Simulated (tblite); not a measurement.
Species: C₅H₁₆PSi (charge +1).
Bonds: C1–C2, C2–C3, C2–C4, C4–P5, P5–C6, C6–Si7. Hydrogens: H8, H9, H10 on C1; H11 on C2; H12, H13, H14 on C3; H15, H16 on C4; H17, H18 on P5; H19, H20 on C6; H21, H22, H23 on Si7.

A start from a force field or distance geometry was refined with GFN2-xTB geometry optimisation, gas phase (tblite). Values at the start:

```csv
coordinate,start
C1–C2,1.523 Å
C1–H8,1.100 Å
C2–C4,1.534 Å
C2–H11,1.104 Å
C4–P5,1.800 Å
C4–H15,1.092 Å
P5–C6,1.802 Å
P5–H17,1.415 Å
C6–Si7,1.848 Å
C6–H19,1.088 Å
Si7–H21,1.477 Å
C1–C2–C3,111.5°
C1–C2–C4,110.7°
C2–C4–P5,115.5°
C4–P5–C6,102.6°
P5–C6–Si7,108.0°
```

Q: How do these coordinates change at the GFN2-xTB level?

A: 
```csv
coordinate,GFN2-xTB (Å or °),change
C6–Si7,1.956,+0.108
P5–H17,1.374,-0.041
Si7–H21,1.463,-0.014
P5–C6,1.788,-0.014
C4–P5,1.812,+0.012
C1–H8,1.088,-0.012
C2–H11,1.094,-0.010
C4–H15,1.097,+0.005
C6–H19,1.092,+0.004
C2–C4,1.538,+0.004
C1–C2,1.524,+0.001
C4–P5–C6,112.4,+9.8
P5–C6–Si7,113.6,+5.6
C1–C2–C3,110.7,-0.8
C1–C2–C4,111.1,+0.4
C2–C4–P5,115.5,0.0
```

The energy falls by 0.328 eV over 53 L-BFGS steps, the largest force on an atom goes from 2.96 to 0.009 eV/Å, and the atoms move by 0.104 Å rms after alignment. The bond that changes most is C6–Si7 (sp3 carbon bound to silicon to SiH3 silicon), which lengthens by 0.108 Å. Bonds longer at the end by more than 0.005 Å: 4 of 22; shorter: 14. Rotational constants go from 4461, 668.2, 658.0 to 4386, 631.5, 624.6 MHz.

The run took 0.47 s of wall time on an Arm Neoverse V1 with one thread, shared host.

GFN2-xTB frequencies show an imaginary mode (54i cm⁻¹), so the point is no minimum at that level.

Conformer computed: `[CH3:1][CH:2]([CH3:3])[CH2:4][PH2+:5][CH2:6][SiH3:7]`: C1–C2–C4–P5 -62°, C2–C4–P5–C6 180°, C4–P5–C6–Si7 180°.

One conformer stands for the species.
